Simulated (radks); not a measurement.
Numerical settings for neutral iron, [Ar] 3d6 4s2. Method: scalar-relativistic Kohn-Sham, BLYP, spin-polarised, spherical densities, point nucleus; open shells are filled with parallel spins first; computed with a radial shooting solver on a logarithmic mesh with Libxc functionals. The defaults (mesh step 0.008 in ln r, mesh end at 40 bohr or more with all orbitals vanishing there, Anderson mixing 0.5 over 9 steps, residual threshold near 1e-9 with the energy settled to 1e-9 hartree or 1e-11 of itself, here a cap of 78 iterations) give E = -1272.9048 hartree and 4s at -4.845 eV in 16 iterations. Run on one thread of a shared host, so times are rough (Arm Neoverse N1): 0.26 s of CPU time, 0.26 s wall, 16 iterations on 2669 mesh points. Changes against that run (0 stands for a change within the tolerance of the run):

[
 {"setting": "mesh step in ln r 0.08", "iterations": "37", "converged": "no", "E (mhartree)": "diverged", "e(4s) (meV)": "-", "CPU (s)": "0.15"},
 {"setting": "mesh step in ln r 0.03", "iterations": "16", "converged": "yes", "E (mhartree)": "+0.000187", "e(4s) (meV)": "0", "CPU (s)": "0.09"},
 {"setting": "mesh step in ln r 0.05", "iterations": "16", "converged": "yes", "E (mhartree)": "+0.00474", "e(4s) (meV)": "0", "CPU (s)": "0.07"},
 {"setting": "mesh end (bohr) 12", "iterations": "16", "converged": "yes", "E (mhartree)": "+0.0321", "e(4s) (meV)": "+3.41", "CPU (s)": "0.24"},
 {"setting": "mesh end (bohr) 3", "iterations": "13", "converged": "level above zero", "E (mhartree)": "+1.43e+03", "e(4s) (meV)": "+2.27e+04", "CPU (s)": "0.17"},
 {"setting": "residual threshold 0.01", "iterations": "9", "converged": "yes", "E (mhartree)": "+0.000411", "e(4s) (meV)": "+3.22", "CPU (s)": "0.17"},
 {"setting": "residual threshold 1e-16", "iterations": "78", "converged": "no", "E (mhartree)": "0", "e(4s) (meV)": "0", "CPU (s)": "0.72"},
 {"setting": "mixing 0.2", "iterations": "19", "converged": "yes", "E (mhartree)": "0", "e(4s) (meV)": "0", "CPU (s)": "0.31"},
 {"setting": "linear mixing, mixing 0.2", "iterations": "78", "converged": "no", "E (mhartree)": "0", "e(4s) (meV)": "0", "CPU (s)": "0.92"},
 {"setting": "linear mixing, mixing 0.8", "iterations": "78", "converged": "no", "E (mhartree)": "+1.31e+04", "e(4s) (meV)": "-3.74e+03", "CPU (s)": "2.2"},
 {"setting": "mixing history 3", "iterations": "19", "converged": "yes", "E (mhartree)": "0", "e(4s) (meV)": "0", "CPU (s)": "0.28"},
 {"setting": "iteration cap 5", "iterations": "5", "converged": "no", "E (mhartree)": "+8.97", "e(4s) (meV)": "-447", "CPU (s)": "0.1"}
]

Settled on a wrong energy, with an occupied level pushed above zero by the early mesh end: mesh end (bohr) 3 (+1.43 hartree). Apart from these: no run marked as converged misses the energy by more than 1 mhartree. A mesh that ends early acts as a hard wall.
